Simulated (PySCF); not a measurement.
This PySCF input asks for the NMR shieldings of SMILES c1(C)pcc(CC)[p-]1, [C₆H₉P₂]-; the geometry comes from GFN2-xTB.

```python
import basis_set_exchange as bse
import numpy as np
from pyscf import gto, dft
from pyscf.prop import nmr

atoms = """
C    -2.634981   -0.913645   -0.330379
C    -2.005726    0.192707    0.516158
C    -0.550696    0.370398    0.175726
C    -0.139988    1.117108   -0.896403
P     1.568960    1.206598   -1.229759
C     2.002608    0.179873    0.104440
C     3.443632   -0.151178    0.391228
P     0.711511   -0.430563    1.100806
H    -2.550655   -0.666858   -1.387214
H    -3.689288   -1.052392   -0.083305
H    -2.106387   -1.848873   -0.157178
H    -2.102111   -0.067301    1.574597
H    -2.546205    1.131282    0.343183
H    -0.845926    1.648445   -1.527386
H     4.085364    0.283587   -0.376357
H     3.749150    0.244795    1.363103
H     3.603741   -1.231951    0.408832
"""
names = dict.fromkeys(["C", "P", "H"], "pcSseg-1")
basis = {el: gto.basis.parse(bse.get_basis(n, elements=[el], fmt="nwchem")) for el, n in names.items()}
mol = gto.M(atom=atoms, basis=basis, charge=-1, verbose=0)
mf = dft.RKS(mol, xc="PBE0")
mf.grids.level = 2
mf.grids.alignment = dft.numint.BLKSIZE   # the property module wants whole blocks of grid points
mf.conv_tol = 1e-9
mf.kernel()

calc = nmr.RKS(mf)   # GIAO
C = mf.mo_coeff
Co = C[:, mf.mo_occ > 0]
resp = mf.gen_response(singlet=True, hermi=2)
def vind(x):   # induced exchange potential for any number of trial vectors
    d = np.einsum("pi,xij,qj->xpq", C, 2 * x.reshape(-1, C.shape[1], Co.shape[1]), Co, optimize=True)
    return np.einsum("xpq,pi,qj->xij", resp(d - d.transpose(0, 2, 1)), C, Co, optimize=True).ravel()
mo1, _ = nmr.rhf.solve_mo1(calc, with_cphf=vind)
sigma = calc.kernel(mo1)
for i, s in enumerate(sigma):   # ppm
    print("%2d %-2s %9.2f" % (i, mol.atom_pure_symbol(i), np.trace(s) / 3))
```

**Question.** Give the expected output.

**Answer.** 
```
 0 C     161.09
 1 C     152.86
 2 C      18.42
 3 C      47.91
 4 P     138.94
 5 C      -0.62
 6 C     163.00
 7 P     155.50
 8 H      30.47
 9 H      30.73
10 H      30.52
11 H      28.68
12 H      29.02
13 H      24.49
14 H      29.11
15 H      28.57
16 H      28.60
```

These numbers come from an equivalent density-fitted implementation of the same equations, which agrees with the script to about 0.01 ppm for H and up to a few tenths of a ppm for heavy atoms, so last digits may differ.

**Question.** Turn these shieldings into chemical shifts. Scale: ¹³C (σref 186.93), ¹H (σref 31.72) vs TMS; ³¹P (σref 318.38) vs H3PO4 (reference shieldings calculated alike).

**Answer.** Averaging equivalent atoms: C 5: 187.5; C 2: 168.5; C 3: 139.0; C 1: 34.1; C 0: 25.8; C 6: 23.9; P 4: 179.4; P 7: 162.9; H 13: 7.22; H 14/15/16: 2.96; H 11/12: 2.87; H 8/9/10: 1.14 ppm. Experimental scales use liquid or dissolved standards, which lie at an offset from isolated H3PO4.

Size and cost of the density-fitted run: 195 basis functions, 33 s wall time on 1 thread of an Arm Neoverse V1, shared host; peak memory 0.86 GiB.
